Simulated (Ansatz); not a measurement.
O2Se, charge +1, doublet, at a GFN2-xTB geometry (a state made from the parent by changing its charge; the spin is typed, not shown lowest); B3LYP/3-21G in Ansatz (an electronic-structure program).

Here is a job for Ansatz.
Ansatz 0.2 input:
```yaml
crystal:
  periodic: [false, false, false]
  atoms:
    - {symbol: O, position_ang: [-1.34226404, 0.45689309, 0.02344571]}
    - {symbol: Se, position_ang: [0.01210111, -0.24483605, -0.02051161]}
    - {symbol: O, position_ang: [1.29083433, 0.58366013, 0.06372865]}
basis:
  gaussian:
    orbitals: 3-21G.json
hamiltonian:
  xc: b3lyp
total_charge: 1
magnetization: {spin_polarized: true, initial_magnetization: 1}
scf: {lower_state_search: off}
```
The basis file holds 3-21G in the JSON format of the Basis Set Exchange.

Problem. Predict the main parts of the log of this Ansatz run.

Solution. 
```
Functional definition: B3LYP
these checks for a lower state are left out or cut short: stability, starts, cluster_reference, orbital_swaps, neighbouring_geometries, increment
374 factors; integrals over basis functions are off by at most 1.1e-4 eV
mean field evaluation 1: about -69076.3758 eV, gradient 7.4e1 eV
mean field evaluation 2: about -69036.5183 eV, gradient 1.1e2 eV
mean field evaluation 4: about -69097.2989 eV, gradient 4.2e0 eV
mean field evaluation 8: about -69097.3992 eV, gradient 4.7e-1 eV
mean field evaluation 16: about -69097.4009 eV, gradient 1.5e-4 eV
mean field -69097.40085032 eV, -2539.2826453488 hartree, gradient 1.4e-6 eV, S^2 0.758550; 0 other end points of the search recorded, 0 dependent functions left out
reference -69097.40097482 eV, -2539.2826499242 hartree; 25, 24 occupied and 16, 17 virtual orbitals, 374 factors
Total energy: -69097.40097482 eV, -2539.2826499242 hartree
Checks for a lower state left out: stability, starts, cluster_reference, orbital_swaps, neighbouring_geometries, increment
```
